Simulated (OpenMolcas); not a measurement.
An OpenMolcas run meant for Ca+ (ANO-RCC-VQZP, DKH2; inactive shells 1s 2s 2p 3s 3p; intended active space 1 electron in 4 orbitals (4s 4p)). One step of its input:

```
&CASPT2
Multistate=1 1
Frozen=2 3
IPEA=0.25
Shift=3.0
MaxIter=60
WThr=0.0 0.3 0.05
PrWF=0.5
NoMix
```

The run finished. Its levels beside those of a sound run (SS-CASPT2, IPEA 0.25 Eh, imaginary shift 0.1 Eh (closed shells correlated: 3s 3p)), in cm⁻¹ above each run's lowest level:

```
     Level  This run  Usual run
 4s ²S_1/2       0.0        0.0
4p ²P°_1/2     24727      25211
4p ²P°_3/2     24887      25371
```

Q: Which setting is unsound, and how much does it matter here?

A: The level shift is far above the usual 0.1 to 0.3 hartree and damps the second-order energy. Against the sound run the excited levels shown move by 480 cm-1 on average and by 480 cm-1 at most.

ANO sets are built for ground and valence states and can reach diffuse excited orbitals poorly. With one active electron, CASPT2 adds the correlation within the correlated inactive shells and between them and that electron, and leaves the splitting within a term as the reference gives it. Only configurations of the active space appear.

° marks odd parity.
